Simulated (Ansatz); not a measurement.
Ansatz (an electronic-structure program) input:
A basis named .json is the Basis Set Exchange file of that set.

Ansatz 0.2 input:
```yaml
crystal:
  periodic: [false, false, false]
  atoms:
    - {symbol: Si, position_ang: [0.34014473, 0.35992564, 0.86450061]}
    - {symbol: F, position_ang: [1.00502106, 1.37272807, -0.30640806]}
    - {symbol: Cl, position_ang: [-0.81218917, -1.02314775, -0.54972565]}
basis:
  gaussian:
    orbitals: aug-cc-pV_D+d_Z.json
total_charge: -1
magnetization: {spin_polarized: true, initial_magnetization: 1}
correlation: {method: ccsd_t, electrons: outside_noble_gas}
output: {forces: true}
```

### Question
Which total energy does the run end on?

### Answer
-848.48134 Eh (CCSD(T)/aug-cc-pV(D+d)Z). The basis has 87 functions.
